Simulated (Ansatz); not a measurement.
Reaction (ligand exchange at a B–O bond): `[SiH3]OBS` + HCl → `SBCl` + `O[SiH3]`

Gas-phase electronic energies from Ansatz, PBE0-D4/def2-TZVP geometries. CCSD(T)/CBS is the MP2 limit (def2-TZVPP, def2-QZVPP) plus CCSD(T) − MP2 in def2-TZVPP, frozen cores. This one scheme is used for every species. DFT in def2-TZVPP. One conformer a species, not always the lowest.

Problem. Is it downhill or uphill in electronic energy at CCSD(T)/CBS, and by how much? (Estimate.)

Solution. Computed: Uphill: ΔE = +0.37 eV.

Problem. What do these levels give: PBE-D4, ωB97M-V, RPA@PBE/def2-TZVPP, CCSD(T)/def2-TZVPP, HF/def2-QZVPP, CCSD/CBS(def2)? (Estimate.)

Solution. Ansatz gave: PBE-D4 0.30, ωB97M-V 0.36, RPA@PBE/def2-TZVPP 0.37, CCSD(T)/def2-TZVPP 0.38, HF/def2-QZVPP 0.46, CCSD/CBS(def2) 0.38 eV.

Largest T1 diagnostic among the species: 0.013.

The D4 term adds +0.05 eV with B3LYP and +0.03 eV with PBE0; it sums over pairs of atoms, weighted by their polarisabilities, and B3LYP, whose exchange is more repulsive, gets the larger term. In def2-TZVPP, CCSD(T) changes the Hartree–Fock value by −0.06 eV (the triples alone add −0.01 eV) and MP2 by −0.11 eV.

B3LYP here is the variant with VWN-RPA as its local correlation; programs differ in this.
